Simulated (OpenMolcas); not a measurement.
Co3+: ligand-field states by method

Co3+ with its 6 nearest fluoride ions at 2.01 Å, on the Y site of Cs2NaYF6 (a = 9.075 Å, distance in the model lattice 2.178 Å). The rest of the host is ab initio model potentials to 7.6 Å, with orthogonalisation functions on the cations behind the ligands, and point charges beyond; the distance is set by hand and nothing relaxes. Ligand basis ANO-RCC-VDZP.

```yaml
Program: OpenMolcas 26.06
Basis: ANO-RCC-VDZP [5s4p2d1f]
Scalar_Hamiltonian: DKH2, point nucleus
Active_space: 6 electrons in 5 orbitals (3d)
State_averaging: 2S+1 = 5 even, 5 roots; 2S+1 = 3 even, 45 roots; 2S+1 = 1 even, 50 roots
Spin-orbit_coupling: state interaction with AMFI integrals over the reference wave functions
```

I. CASSCF
II. SS-CASPT2, IPEA 0.25 Eh, imaginary shift 0.1 Eh (closed shells correlated: 3s 3p and the ligand valence shells)

Spin-free states (labels of O, the rotations of Oh) in cm-1, each column counted from its own energy of the first state listed:

```csv
State,Degeneracy,I,II
5T2,3,0,0
5E,2,8770,12360
3T1,3,16745,7160
1A1,1,20648,3990
3T2,3,20690,10190
3T1,3,24358,18190
3T2,3,26770,17880
1T1,3,27374,14170
3E,2,28520,21900
3T1,3,28603,20490
3T2,3,33299,25130
1T2,3,33706,20970
3A2,1,34084,27790
3E,2,34904,30840
3T1,3,34991,32330
1E,2,36585,25570
1A1,1,37992,24810
3A1,1,38927,35660
1T2,3,39267,27100
3T2,3,40485,33030
```

From I to II, I's first state of the same spin (5E) moves from 8770 to 12360 cm-1, by about +3600 cm-1.

From I to II, I's first state of another spin (3T1) moves from 16745 to 7160 cm-1, by about -9600 cm-1. In II another state of that kind comes below it.

χT at 300 K: I 4.20, II 4.15 cm3 K/mol.

Roots that are degenerate in the reference are averaged as groups; the widest CASPT2 spread within a group is 640 cm-1 (the 2-fold group of multiplicity 1 near 42200 cm-1 above the lowest state of its run, II). Shifts and gaps below about the spread of the groups concerned are not significant. Over all roots computed the reference weight is 0.65 to 0.73 in II; the roots of lowest weight are the least certain, and an intruder state may touch them. An orbital triplet at a regular site is open to Jahn-Teller coupling, which can distort the site and quench the lowest spin-orbit gaps and is left out. Ligand-to-metal charge-transfer states are missing. With no ligand orbital active B as a rule stays too high, so bands that hang on it stand too high and its fall with covalency is understated. Without dynamic correlation the repulsion within the d shell is too large (B by tens of per cent), so at a given field states of lower spin stand too high (holds for I). CASSCF with metal d orbitals alone favours high spin, so a ground state of lower spin is not ruled out (holds for I). With metal d orbitals alone and no dynamic correlation 10Dq can be off by a tenth to a fifth, either way, in oxide and fluoride hosts (holds for I). This shell can be high or low spin here, a state of another spin lies low, and with metal d orbitals alone active their balance is uncertain, so the ground spin may be wrong (holds for II). A single d shell leaves out the double-shell effect, which counts most for late 3d ions, where the CASPT2 field can be off either way by tens of per cent (holds for II). These CASPT2 states fit no ligand-field parameters well, so their order and spin gaps are uncertain (holds for II). With one d shell and no ligand orbital active, 10Dq can be off by a tenth or more (holds for II). No measured value stands beside these numbers; the geometry was set by hand and not optimised.
